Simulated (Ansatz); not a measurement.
Cl4Se, charge +1, doublet (typed; the unrestricted solution is spin-contaminated), geometry from GFN2-xTB (a state made from the parent by changing its charge; the spin is typed, not shown lowest), atoms displaced at random by about 0.08 Å a coordinate; HF/STO-3G, gradient run with Ansatz (a first-principles code).

The Ansatz input:
Ansatz 0.2 input:
```yaml
crystal:
  periodic: [false, false, false]
  atoms:
    - {symbol: Se, position_ang: [0.01582055, -0.04422988, 0.22981300]}
    - {symbol: Cl, position_ang: [1.00939335, -1.21215214, -1.01548152]}
    - {symbol: Cl, position_ang: [1.68214912, 1.51927493, 0.82176342]}
    - {symbol: Cl, position_ang: [-0.97626605, 1.29218379, -1.10784547]}
    - {symbol: Cl, position_ang: [-1.81036957, -1.34240341, 0.85716529]}
basis:
  gaussian:
    orbitals: STO-3G
hamiltonian:
  xc: hf
total_charge: 1
magnetization: {spin_polarized: true, initial_magnetization: 1}
output: {forces: true}
```

Question: Predict the main parts of the log of this Ansatz run.

Answer: 
```
Functional definition: HF
569 factors; integrals over basis functions are off by at most 7.5e-6 eV
mean field evaluation 1: about -114046.8442 eV, gradient 2.6e1 eV
mean field evaluation 2: about -114046.9119 eV, gradient 2.6e1 eV
mean field evaluation 4: about -114055.5457 eV, gradient 2.7e0 eV
mean field evaluation 8: about -114055.8677 eV, gradient 1.1e-1 eV
mean field evaluation 16: about -114052.0374 eV, gradient 6.8e0 eV
mean field evaluation 32: about -114051.9588 eV, gradient 7.2e0 eV
mean field evaluation 64: about -114050.0687 eV, gradient 5.9e0 eV
mean field evaluation 96: about -114042.2386 eV, gradient 1.3e1 eV
mean field -114055.86864249 eV, -4191.4758627670 hartree, gradient 2.5e-5 eV, S^2 0.935370; 3 other end points of the search recorded, 0 dependent functions left out
the calculation of the forces begins
reference -114055.86864249 eV, -4191.4758627670 hartree; 51, 50 occupied and 3, 4 virtual orbitals, 569 factors
Total energy: -114055.86864249 eV, -4191.4758627670 hartree
Atom 0 at     0.015821    -0.044230     0.229813 Å, force    -3.057389     3.503231     6.173430 eV/Å
Atom 1 at     1.009393    -1.212152    -1.015482 Å, force     4.001320    -4.861694    -5.097676 eV/Å
Atom 2 at     1.682149     1.519275     0.821763 Å, force     1.175012     0.937370     0.225197 eV/Å
Atom 3 at    -0.976266     1.292184    -1.107845 Å, force    -1.114891     1.216703    -1.333108 eV/Å
Atom 4 at    -1.810370    -1.342403     0.857165 Å, force    -1.004052    -0.795610     0.032157 eV/Å
Dipole moment:    -0.005054    -0.073285    -0.068612 e Å
```
